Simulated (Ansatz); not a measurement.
Geometry optimisation, RKS B3LYP-D4/def2-SVP (Ansatz).

input.yaml

```yaml
crystal:
  periodic: [false, false, false]
  atoms:
    - { symbol: Ga, position_ang: [0.302776, 0.0, -0.026078] }
    - { symbol: Cl, position_ang: [1.061422, 0.0, 2.045906] }
    - { symbol: H, position_ang: [1.788726, 0.0, -0.468027] }
    - { symbol: H, position_ang: [-1.195324, 0.0, -0.421601] }
basis:
  gaussian: { orbitals: def2-SVP }
hamiltonian:
  xc: b3lyp
  dispersion: d4
relax:
  f_tol: 0.03
  max_steps: 50
output:
  orbitals: {}
```

Run as:

```bash
$ ansatz run input.yaml --threads 1 --pin off --max-ram 2048MiB --backend cpu --events-out ev --progress --plain --runs-dir out
```

Question: Where does it end, and by what steps?

Answer: The run converged. After 4 steps the energy has fallen by 0.431 eV; H3 moved furthest, 0.36 Å.

```tsv
step	energy less start (eV)	largest force component (eV/Å)	accepted
0	0.0000	1.183	yes
1	-0.3259	0.689	yes
2	-0.4243	0.342	yes
3	-0.4281	0.229	yes
4	-0.4306	0.012	yes
```

```xyz
4
Properties=species:S:1:pos:R:3
Ga 0.454 0.000 0.076
Cl 0.825 0.000 2.214
H 1.730 0.000 -0.822
H -1.051 0.000 -0.338
```

Whether the end is a true minimum wasn't checked by a vibrational analysis.

Run time: 6.7 s on 1 thread of Intel(R) Xeon(R) Platinum 8488C (Sapphire Rapids), on a shared host, peak memory 0.13 GiB.
